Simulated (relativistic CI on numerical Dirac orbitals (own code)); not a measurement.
## Sensitivity of the levels of Lu51+ to α and to the nuclear radius

Computed by Dirac-Coulomb-Breit CI, KLI orbitals optimised for each configuration, derivatives by finite differences, unscaled Slater integrals, QED left out (own radial code, finite nucleus).

Configurations in the expansion (outside the closed core [Ne]): 3s²3p⁶3d², 3s²3p⁵3d³, 3s3p⁶3d³, 3s²3p⁶3d4s, 3s²3p⁶3d4p, 3s²3p⁶4s². Double excitations out of closed p, d and f shells are left out; levels of such configurations are missing from the list, as are those of other unlisted configurations, and high levels can miss mixing partners.

With x = (α/α₀)² − 1 an excitation energy changes as ω = ω₀ + qx; K = 2q/ω₀ is the relative enhancement. Terms are leading LS components, so labels can repeat. The field-shift factor is F = δν/δ⟨r²⟩ for the transition from the lowest level.

Lowest level 3s²3p⁶3d² ³F2.

| Level | ω₀ (cm⁻¹) | q (cm⁻¹) | K | F (GHz/fm²) |
| --- | --- | --- | --- | --- |
| 3s²3p⁶3d² ³P0 | 182816 | 21870 | 0.239 | 0.606 |
| 3s²3p⁶3d² ³F3 | 473605 | 504900 | 2.13 | 10.7 |
| 3s²3p⁶3d² ³P2 | 556103 | 504500 | 1.81 | 9.91 |
| 3s²3p⁶3d² ¹G4 | 580497 | 510300 | 1.76 | 11.1 |
| 3s²3p⁶3d² ³P1 | 593056 | 514600 | 1.74 | 9.8 |
| 3s²3p⁶3d² ³F4 | 1012997 | 1.002e+06 | 1.98 | 21.1 |
| 3s²3p⁶3d² ³P2 | 1076090 | 1.018e+06 | 1.89 | 20.6 |
| 3s²3p⁶3d² ¹S0 | 1275069 | 1.01e+06 | 1.58 | 22.4 |
| 3s²3p⁵3d³ ³D°2 | 2079117 | 131900 | 0.127 | 16.9 |
| 3s²3p⁵3d³ ⁵D°1 | 2113287 | 157500 | 0.149 | 17.2 |
| 3s²3p⁵3d³ ⁵D°0 | 2148016 | 146600 | 0.137 | 17.3 |
| 3s²3p⁵3d³ ³F°3 | 2163774 | 127100 | 0.118 | 17.2 |
| 3s²3p⁵3d³ ⁵F°3 | 2484183 | 620500 | 0.5 | 27.1 |

At this charge energies of transitions that change n are usually good to better than 1 %, and those within a shell (Δn = 0) to a few per cent.
